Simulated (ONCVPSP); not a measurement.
Potentials for S (Z = 16) compared

Generated with ld1.x 7.5 (TM, RRKJ, ultrasoft, PAW), atompaw 4.2 or ONCVPSP 4.0.1. The cutoff is in Ry: for ld1.x and atompaw files where the sum of valence levels is converged to 10 mRy in a Bessel basis, for ONCV files where the hardest occupied wave has 1 mHa per electron of residual kinetic energy. The error is the largest all-electron minus pseudo excitation energy over each file’s own four to seven test configurations (ionisations up to +4, promotions, holes and added fractions of an electron), all of which were solved. The labels leave out finer settings (local radius, basis sizes, second energies), which also bear on the numbers. Spin-polarised tests are not counted. The rows are a selection from randomly drawn settings: files with unsolved tests, undetermined cutoffs or missed reference levels are left out.

A true bound ghost makes a file unfit for plane-wave use even where its test errors are small: the radial tests pick states by their node count and pass the ghost by.

| potential | cutoff (Ry) | largest error (meV) | bound ghosts |
| --- | --- | --- | --- |
| ONCV, PBEsol, scalar-relativistic, rc 1.40/1.30 (sp), local smoothed, core correction yes, reference 3s2 3p3.5, qcut 4.4/7, projectors 2/2 | 47 | +38 | none |
| ONCV, PBEsol, non-relativistic, rc 1.55/1.70/1.35 (spd), local smoothed, core correction yes, reference 3s2 3p3, qcut 3.9/4.4/7.5, projectors 1/2/1 | 93 | +136 | none |
| ONCV, PBEsol, fully relativistic, rc 0.80/0.65 (sp), local smoothed, core correction no, reference 2s2 2p6 3s2 3p4, qcut 11.7/19.3, projectors 2/2 | 328 | +15 | none |
| ONCV, PBE, scalar-relativistic, rc 1.10/1.80/1.75 (spd), local s, core correction yes, reference 3s1 3p5, qcut 6.7/5/5.8, projectors 0/1/2 | 36 | +115 | none |

Task: Fill in the row for S: ONCV, LDA (Perdew-Wang 92), scalar-relativistic, rc 1.30/1.70/1.55 (spd), local smoothed, core correction no, reference 3s2 3p4, qcut 4.6/5.5/7, projectors 2/2/3.

Result: cutoff 38 Ry, largest error +99 meV, bound ghosts: none.

Task: Fill in the row for S: ONCV, PBEsol, scalar-relativistic, rc 1.05/1.20 (sp), local smoothed, core correction no, reference 3s1.5 3p4.5, qcut 5.2/8.2, projectors 3/1.

Result: cutoff 150 Ry, largest error +19 meV, bound ghosts: s.
